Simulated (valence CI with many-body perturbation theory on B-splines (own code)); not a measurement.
# Level structure of Lu XL

Calculated by relativistic CI+MBPT: four valence electrons over a frozen Dirac-Fock core [Ar] 3d10, a basis of 11 s, 11 p, 9 d, 7 f, 5 g, 2 h, 1 i functions for each j, with the one-electron correlation potential Σ1 (screened to all orders), the two-electron term Σ2, the three-electron term Σ3, Breit, model QED; selected single and double excitations, second order for the rest (own B-spline code, finite nucleus).

No measured spectrum was set against this ion. As an estimate, large intervals hold to a few tenths of a per cent, small ones and those within an open d or f shell to about a per cent.

Levels 46 to 69 of 69, with energies above the lowest level, (4s^2 4p1/2^2) J=0. "Leading %" is the weight of the configuration and term that name the level; weights of strongly mixed levels are sums over their largest components and can fall short. In the jj column 3d3/2^4 stands for four electrons in 3d with j = 3/2. Lifetimes count E1, E2, E3, M1 and M2 decay at the calculated energies, and are blank where another channel may lead or the interval is too uncertain; long ones can be off by a factor of two.

| No. | Configuration | Term | J | E (eV) | Leading % | Lifetime | Second component | Leading jj |
| --- | --- | --- | --- | --- | --- | --- | --- | --- |
| 46 | 4s4p²4d | ³G | 5 | 394.13 | 52 | 86.2 ps | 47 % 4s4p²4d ⁵F | 4s 4p1/2 4p3/2 4d5/2 (97 %) |
| 47 | 4s4p²4d | ³P | 2 | 394.62 | 28 | 4.34 ps | 17 % 4s4p²4d ⁵D | 4s 4p1/2 4p3/2 4d5/2 (81 %) |
| 48 | 4s²4p4f | ³F | 2 | 396.54 | 24 | 1.85 ps | 14 % 4s4p²4d ³F | 4s^2 4p1/2 4f5/2 (48 %) |
| 49 | 4s²4p4f | ³D | 3 | 397.54 | 18 | 4.09 ps | 15 % 4s²4p4f ³F | 4s 4p1/2 4p3/2 4d5/2 (54 %) |
| 50 | 4s4p²4d | ³P | 1 | 397.97 | 30 | 3.65 ps | 29 % 4s4p²4d ³D | 4s 4p1/2 4p3/2 4d5/2 (56 %) |
| 51 | 4s²4p4f | ³G | 4 | 400.34 | 26 | 7.53 ps | 19 % 4s²4p4f ³F | 4s^2 4p1/2 4f7/2 (58 %) |
| 52 | 4s4p²4d | ³D | 3 | 402.20 | 32 | 4.05 ps | 17 % 4s4p²4d ³F | 4s 4p1/2 4p3/2 4d5/2 (79 %) |
| 53 | 4s4p²4d | ¹D | 2 | 403.73 | 29 | 3.01 ps | 14 % 4p⁴ ³P | 4s 4p1/2 4p3/2 4d5/2 (70 %) |
| 54 | 4s4p²4d | ³D | 1 | 404.14 | 34 | 777 fs | 22 % 4s4p²4d ³P | 4s 4p1/2 4p3/2 4d3/2 (80 %) |
| 55 | 4s²4p4f | ³G | 3 | 405.90 | 41 | 1.26 ps | 14 % 4s4p²4d ¹F | 4s^2 4p1/2 4f5/2 (56 %) |
| 56 | 4s4p²4d | ³D | 3 | 407.39 | 49 | 2.02 ps | 30 % 4s4p²4d ³F | 4s 4p1/2 4p3/2 4d5/2 (75 %) |
| 57 | 4s4p²4d | ³P | 0 | 407.39 | 82 | 881 fs | 6 % 4s4p²4d ¹S | 4s 4p1/2 4p3/2 4d3/2 (78 %) |
| 58 | 4s4p²4d | ¹G | 4 | 408.03 | 53 | 6.96 ps | 24 % 4s4p²4d ³F | 4s 4p1/2 4p3/2 4d5/2 (84 %) |
| 59 | 4s4p²4d | ³D | 1 | 413.60 | 59 | 2.64 ps | 15 % 4s4p²4d ¹P | 4s 4p1/2 4p3/2 4d5/2 (91 %) |
| 60 | 4s4p²4d | ³F | 2 | 414.77 | 18 | 733 fs | 12 % 4s²4p4f ³F | 4s 4p1/2 4p3/2 4d3/2 (49 %) |
| 61 | 4s4p²4d | ³G | 4 | 417.87 | 30 | 1.78 ps | 14 % 4s²4p4f ¹G | 4s 4p1/2 4p3/2 4d5/2 (54 %) |
| 62 | 4s4p²4d | ³F | 3 | 417.94 | 16 | 1.43 ps | 16 % 4s4p²4d ³D | 4s 4p1/2 4p3/2 4d5/2 (62 %) |
| 63 | 4s4p²4d | ³P | 1 | 419.47 | 37 | 1.75 ps | 29 % 4s4p²4d ³S | 4s 4p1/2 4p3/2 4d5/2 (93 %) |
| 64 | 4s4p²4d | ³D | 2 | 420.45 | 47 | 1.68 ps | 20 % 4s4p²4d ¹D | 4s 4p1/2 4p3/2 4d5/2 (89 %) |
| 65 | 4s4p²4d | ³P | 0 | 420.76 | 42 | 1.42 ps | 42 % 4s4p²4d ¹S | 4s 4p1/2 4p3/2 4d5/2 (77 %) |
| 66 | 4s4p²4d | ¹F | 3 | 424.07 | 27 | 1.09 ps | 22 % 4s4p²4d ³F | 4s 4p1/2 4p3/2 4d5/2 (70 %) |
| 67 | 4s4p²4d | ³F | 2 | 425.31 | 25 | 1.02 ps | 20 % 4s4p²4d ³P | 4s 4p1/2 4p3/2 4d5/2 (69 %) |
| 68 | 4p⁴ | ¹D | 2 | 430.78 | 45 | 1.03 ps | 13 % 4s4p²4d ³D | 4p1/2 4p3/2^3 (52 %) |
| 69 | 4p⁴ | ³P | 1 | 432.15 | 57 | 795 fs | 26 % 4s4p²4d ¹P | 4p1/2 4p3/2^3 (57 %) |

Where two levels of one J and parity lie close, their mixing, g and order are uncertain.
